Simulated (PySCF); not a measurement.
Sn (SMILES [Sn]), triplet (core potentials on Sn). Base run: PySCF with B3LYP/def2-SV(P).

Input for PySCF:
```python
from pyscf import gto, scf, dft

mol = gto.Mole()
mol.atom = '''
    Sn    0.000000    0.000000    0.000000
'''
mol.basis = 'def2-sv(p)'
mol.ecp = {'Sn': 'def2-sv(p)'}
mol.charge = 0
mol.spin = 2
mol.verbose = 4
mol.build()

mf = dft.UKS(mol)
mf.xc = 'b3lyp'
mf.kernel()
mf.analyze()
```

Variants of this job, named by their change:

```
change                                                                            ΔE vs base (mEh)  SCF cycles  <S^2>
--------------------------------------------------------------------------------  ----------------  ----------  -----
base                                                                                         0.000           7  2.002
init_guess = sap                                                                             0.000           8  2.002
conv_tol = 1e-11                                                                             0.000           8  2.002
init_guess = huckel                                                                          0.000           6  2.002
diis = off (with mf.max_cycle = 100)                                                         0.000          23  2.002
init_guess = mod_huckel                                                                      0.000           6  2.002
DIIS = ADIIS                                                                                 0.000          15  2.002
conv_tol = 1e-7                                                                              0.000           7  2.002
conv_tol = 1e-4                                                                              0.000           5  2.002
diis = off; damp = 0.3 (with mf.diis_start_cycle = 200; with mf.max_cycle = 150)             0.000          11  2.002
diis_space = 12                                                                              0.000           7  2.002
init_guess = atom                                                                            0.000           6  2.002
conv_tol_grad = 1e-3                                                                         0.000           7  2.002
```

Open shells are given as the SCF converged; they aren't shown to be the lowest states, and a large step between rows can be another state.
